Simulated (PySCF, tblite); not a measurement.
Isomers of C5H11NO2Si. Computed values, GFN2-xTB/tblite, gas phase, harmonic and unscaled. The method is semi-empirical: single wavenumbers can be off by several per cent or more. Modes of hydrogen on silicon can be 10 to 20 % off. One conformer each.

Electronic energies: PBE0/pcSseg-1 single points on the GFN2-xTB geometries (PySCF, gas phase).

```
                     SMILES  electronic energy, lowest = 0 (kJ/mol)
[H]/N=C/[C@]1(CC)CO[SiH2]O1                                    75.8
  C[Si@@H]1NCC[C@@H]1C(=O)O                                     0.0
       CCO[SiH2]/N=C/C(C)=O                                   122.0
         C=CO[SiH2]CC(=O)NC                                    98.3
```

Task: How do GFN2-xTB zero-point energies change the relative energies?

Result: 
| SMILES | ZPE (kJ/mol) | of it from modes above 1550 cm⁻¹ | electronic (kJ/mol) | with ZPE, lowest = 0 (kJ/mol) | lowest mode (cm⁻¹) | rings |
| --- | --- | --- | --- | --- | --- | --- |
| C[Si@@H]1NCC[C@@H]1C(=O)O | 414.9 | 208.4 | 0.0 | 0.0 | 51 | 1 |
| [H]/N=C/[C@]1(CC)CO[SiH2]O1 | 410.1 | 201.1 | 75.8 | 71.1 | 48 | 1 |
| C=CO[SiH2]CC(=O)NC | 400.5 | 213.8 | 98.3 | 83.9 | 22 | 0 |
| CCO[SiH2]/N=C/C(C)=O | 398.2 | 209.5 | 122.0 | 105.3 | 12i | 0 |

The zero-point energies span 16.7 kJ/mol, from `CCO[SiH2]/N=C/C(C)=O` to `C[Si@@H]1NCC[C@@H]1C(=O)O`. Slightly imaginary modes are left out of the zero-point energy: `CCO[SiH2]/N=C/C(C)=O` 11.6i cm⁻¹. The order is unchanged.

Task: And how do the electronic energies of GFN2-xTB itself compare?

Result: `C[Si@@H]1NCC[C@@H]1C(=O)O` 111.6; `[H]/N=C/[C@]1(CC)CO[SiH2]O1` 0.0; `C=CO[SiH2]CC(=O)NC` 111.9; `CCO[SiH2]/N=C/C(C)=O` 126.2 kJ/mol, lowest = 0. Against the energies above, taken from the same isomer `C[Si@@H]1NCC[C@@H]1C(=O)O`, the largest difference is 187.4 kJ/mol.
